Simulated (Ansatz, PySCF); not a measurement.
This singlet lies 1.74 eV below the relaxed triplet at the level frozen-core CCSD(T)/aug-cc-pVDZ // PBE0-D3(BJ)/def2-TZVPD (Ansatz, an electronic-structure program).

Cartesian coordinates (Å):
SMILES: [N+]([Al-][NH2])#[C-]
```xyz
6

C      2.6217    -0.4510    -0.3197
N      1.5968     0.0817    -0.4964
Al     0.0327     1.2013    -0.9092
N     -1.1602    -0.0254    -0.2501
H     -2.1590     0.1170    -0.2456
H     -0.9321    -0.9237     0.1549
```
Charge -1, spin multiplicity 1.

Question: What HOMO and total energy does PBE0-D3(BJ)/def2-TZVPD run with PySCF give?

Answer: 
```
Item                 Value
------------  ------------
HOMO              -0.46 eV
total energy  -391.0849 Ha
```
